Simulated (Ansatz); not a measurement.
Question: Name a neutral molecule of C, Ga, N, Si and H with HOMO–LUMO gap (PBE0/def2-TZVPP) between 5.25 and 5.55 eV and HOMO energy (PBE0/def2-TZVPP) between -6.35 and -6.05 eV (Ansatz, PBE0-D4/def2-TZVP geometry).

Answer: `[CH3][Ga]1[NH][SiH2]1` (5.29 eV, -6.25 eV). Other molecules can fit too; these were computed, each in one conformer that needn't be the lowest.
